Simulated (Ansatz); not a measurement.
The molecule LiB, multiplicity 3 (lowest of 2S+1 = 1, 3 at CCSD(T)/def2-TZVPP on PBE0 minima; our sources give no spin for the ground state, which may be another).

D_e counts from the fitted minimum to each atom's lowest state at the same level, without counterpoise.

Correlated levels freeze the inner cores; with def2 sets outer-core shells near the valence are correlated too.

Run with Ansatz (a first-principles code) with Gaussian orbitals. 

PBE/def2-TZVPP gives 136.3 kJ/mol for the bond energy D_e.

Problem. Where do these levels fall relative to PBE: r2SCAN/def2-TZVPP, B3LYP/def2-TZVPP, wB97M-V/def2-TZVPP, B2PLYP/def2-TZVPP, CCSD(T)/def2-QZVPP.

Solution. r2SCAN/def2-TZVPP 9.1; B3LYP/def2-TZVPP -15.4; wB97M-V/def2-TZVPP -11.1; B2PLYP/def2-TZVPP -21.1; CCSD(T)/def2-QZVPP -18.4 kJ/mol. 1 of 5 lie above PBE; the widest gap is to B2PLYP/def2-TZVPP.
